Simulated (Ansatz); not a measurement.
Two isomers of CH4ClFGeSi: A = `F[Si@H]1[GeH2][C@@H]1Cl`, B = `F[C@H]1[SiH2][Ge@@H]1[Cl]`.

Isolated molecules relaxed with PBE0-D4/def2-TZVP in Ansatz; ΔE leaves out vibrations. CCSD(T)/CBS adds triple-zeta CCSD(T) − MP2 to the extrapolated MP2 energy (def2 sets, frozen cores). Functionals use def2-TZVPP. B3LYP here is the variant with VWN-RPA as its local correlation; programs differ in this. For Ge outer-core shells are correlated without core-valence functions, which leaves a few kJ/mol of doubt a bond. Scalar relativity is left out up to krypton.

Q: Which isomer does CCSD(T)/CBS put lower? Give the gap. (An estimate is asked.)

A: Ansatz gave: A, by 108.8 kJ/mol.

Q: Give E(B) − E(A) in kJ/mol with r2SCAN-D4, PBE-D4, B3LYP, B3LYP-D4, HF/def2-TZVPP, PBE0-D4, MP2/def2-TZVPP. (Estimate.)

A: The calculation gave: r2SCAN-D4 96.6, PBE-D4 88.3, B3LYP 94.0, B3LYP-D4 95.9, HF/def2-TZVPP 96.2, PBE0-D4 92.7, MP2/def2-TZVPP 113.1. None reverses the order clearly.

Largest T1 diagnostic: 0.012.

In def2-TZVPP, CCSD(T) changes the Hartree–Fock value by +6.7 kJ/mol (the triples alone add −0.5 kJ/mol) and MP2 by +16.9 kJ/mol. From PBE to PBE0 (25 % exact exchange), in def2-TZVPP and without D4, E(B) − E(A) moves by +4.6 kJ/mol.
